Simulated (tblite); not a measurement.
C$_{4}$H$_{3}$S (SMILES [c]1ccsc1), doublet, at a GFN2-xTB geometry; IPEA1-xTB (tblite 0.6.0).

Here is a job for tblite.
```
$ tblite run mol.xyz --method ipea1 --charge 0 --spin 1 --json tblite.json --no-restart

# file mol.xyz
8

S     -0.00426082     0.01335767     1.14805323
C      0.01929047     1.29020021    -0.06753540
C     -0.01728820    -1.19482996    -0.08588622
C      0.01570540     0.73094110    -1.26843948
C     -0.00465609    -0.66848623    -1.33994694
H      0.03310944     2.31060780     0.24930890
H     -0.03364272    -2.22856990     0.19962805
H     -0.00960313    -1.24271139    -2.24694036
```

What the program printed (banner, timings and long lists left out):

```
xTB calculator
 | screened Coulomb repulsion
 | Coulomb electrostatics
 |  * isotropic Klopman-Ohno-Mataga-Nishimoto electrostatics
 |  * onsite third-order electrostatics
 | DFT-D3(BJ) dispersion correction

halogen bonding energy    0.0000000000000E+00 Eh
repulsion energy          2.7757854824657E-01 Eh
dispersion energy        -3.0685390045113E-03 Eh
number of electrons       2.5000000000000E+01 e
integral cutoff           4.0000000000000E+01 bohr

------------------------------------------------------------
  cycle        total energy    energy error   density error
------------------------------------------------------------
      1     -14.89120487483  -1.5165715E+01   5.3288468E-01
      2     -14.89150747190  -3.0259707E-04   3.2017921E-01
      3     -14.83325259252   5.8254879E-02   1.1046658E-01
      4     -14.89488937820  -6.1636786E-02   7.0586002E-03
      5     -14.89485512831   3.4249891E-05   6.4321024E-03
      6     -14.89504514902  -1.9002072E-04   1.0900385E-03
      7     -14.89505193766  -6.7886363E-06   1.4952776E-04
      8     -14.89505200357  -6.5914341E-08   6.1583546E-05
      9     -14.89505201311  -9.5374606E-09   1.6991134E-05
------------------------------------------------------------

electronic energy        -1.5169562022353E+01 Eh
total energy             -1.4895052013110E+01 Eh

Post processing:
 | Mayer-Wiberg bond orders

[Info] JSON dump of results written to 'tblite.json'
```
